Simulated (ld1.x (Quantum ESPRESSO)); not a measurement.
**An all-electron radial function and its pseudo partner (cerium)**

Columns: radius, all-electron u(r) and pseudo u(r) of the 5p shell (level -36.10 eV) of cerium in the configuration [Kr] 4d10 4f1 5s2 5p6 5d1 6s0 6p0; LDA (PZ), scalar-relativistic, TM scheme, ld1.x (Quantum ESPRESSO) 7.5.

| r (bohr) | all-electron | pseudo |
| --- | --- | --- |
| 0.140 | -0.1734 | -0.0093 |
| 0.280 | -0.1394 | -0.0378 |
| 0.420 | 0.3366 | -0.0876 |
| 0.560 | 0.4527 | -0.1616 |
| 0.700 | 0.2452 | -0.2623 |
| 0.840 | -0.0800 | -0.3886 |
| 0.980 | -0.3888 | -0.5317 |
| 1.120 | -0.6253 | -0.6732 |
| 1.260 | -0.7788 | -0.7889 |
| 1.400 | -0.8592 | -0.8601 |
| 1.540 | -0.8822 | -0.8822 |
| 1.680 | -0.8643 | -0.8643 |
| 1.820 | -0.8192 | -0.8192 |
| 1.960 | -0.7579 | -0.7579 |
| 2.100 | -0.6884 | -0.6884 |
| 2.240 | -0.6162 | -0.6162 |
| 2.380 | -0.5453 | -0.5453 |
| 2.520 | -0.4780 | -0.4780 |
| 2.660 | -0.4157 | -0.4157 |
| 2.800 | -0.3591 | -0.3591 |
| 2.940 | -0.3084 | -0.3084 |
| 3.080 | -0.2636 | -0.2636 |
| 3.220 | -0.2243 | -0.2243 |
| 3.360 | -0.1901 | -0.1901 |
| 3.500 | -0.1606 | -0.1606 |
| 3.640 | -0.1353 | -0.1353 |

Problem. How many radial nodes do the two functions have?

Solution. The all-electron 5p function has n − l − 1 = 3 (the table is too coarse to show those close to the nucleus); the pseudo-wave has 0, since the states of the same l below it are removed with the core.

Problem. At about which radius was the pseudo-wave matched?

Solution. 1.65 bohr, where the columns begin to agree (steps of 0.14 bohr).

Problem. Where does each function peak?

Solution. Outermost all-electron maximum near 1.54 bohr, pseudo maximum near 1.54 bohr (to the table’s step).

Problem. Is the pseudo-wave norm-conserving?

Solution. Yes: the TM scheme keeps the norm inside the radius equal to the all-electron one, which fixes the energy derivative of the logarithmic derivative at the level.
